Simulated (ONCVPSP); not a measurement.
## Ce: excitation energies, all-electron against ONCV

- Element: cerium (Ce)
- Generator: ONCVPSP 4.0.1
- Type: optimised norm-conserving Vanderbilt (ONCV)
- Functional: PBE
- Relativity: scalar-relativistic
- Frozen core: [Kr] 4d10
- Valence charge: 12
- Reference configuration: 4f1 5s2 5p6 5d1 6s1 (charge +1)
- Partial waves: 5s+6s: rc 2.60 bohr, ncon 4, nbas 7, qcut 4 1/bohr, 3 projectors, debl 1.4 Ha; 5p: rc 1.70 bohr, ncon 4, nbas 7, qcut 4.4 1/bohr, 2 projectors, debl 3.6 Ha; 5d: rc 3.35 bohr, ncon 5, nbas 9, qcut 5 1/bohr, 1 projector; 4f: rc 1.15 bohr, ncon 4, nbas 8, qcut 17.1 1/bohr, 3 projectors, debl 0.4 Ha
- Local potential: polynomial inside 1.00 bohr (lpopt 5, dvloc0 2 Ha)
- Core correction: Teter function, fcfact 5.5, rcfact 1.5

In the f channel the program set the typed energies aside and used -0.415, 0.250, 0.650 Ha.

Energies are relative to the spin-unpolarised reference configuration 4f1 5s2 5p6 5d1 6s1; without spin polarisation the order of configurations can differ from experiment.

```tsv
valence configuration	charge	ΔE all-electron (eV)	error AE − PS (meV)
4f1 5s2 5p6 5d1 6s0	+2	11.081	-5.3
4f1 5s2 5p6 5d0 6s0	+3	30.259	-16
```

(1) What are ΔE and the potential's error for 4f1 5s2 5p6 5d2 6s0?

(2) What are ΔE and the potential's error for 4f1 5s2 5p6 5d1 6s2?

Levels in the configuration 4f1 5s2 5p6 5d0 6s0:

| level | all-electron (eV) | pseudo (eV) |
| --- | --- | --- |
| 4f | -28.645 | -28.631 |
| 5s | -63.669 | -63.695 |
| 5p | -45.922 | -45.944 |

Note: ghosts flagged at negative energy: s at -86.1 eV; GHOST(+) flagged for p at 65.9 eV. A true bound ghost makes a file unfit for plane-wave use.

Results:

(1) ΔE = 0.167 eV all-electron; the error (AE − PS) is -14 meV.

(2) ΔE = -6.070 eV all-electron; the error (AE − PS) is 0.0 meV.
